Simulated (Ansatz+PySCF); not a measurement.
Results of a calculation; reference values are marked as such.
A run of PySCF 2.14.0 on singlet H4 in separate pieces at this shape:

```xyz
4

H     0.0000    0.0000   -0.3804
H     0.0000    0.0000    0.3804
H    10.0000    0.0000   -0.3804
H    10.0000    0.0000    0.3804
```

Its results:

* Converged: yes
* Total energy: -2.33359 hartree
* Spin squared of the determinant: 0.000
* Cycles: 5

(1) Which input gives this output? Name the method, the orbitals and the basis set, and write the input.

Answers

(1) ωB97X (restricted) in cc-pVDZ. An unrestricted run that stays on the closed shell gives the same numbers.

```python
from pyscf import gto, dft

mol = gto.M(atom="""
H 0.000000 0.000000 -0.380440
H 0.000000 0.000000 0.380440
H 10.000000 0.000000 -0.380440
H 10.000000 0.000000 0.380440
""", basis='cc-pvdz', charge=0, spin=0)
mf = dft.RKS(mol, xc='wb97x')
mf.kernel()
print(mf.converged, mf.e_tot, mf.spin_square()[0])
```
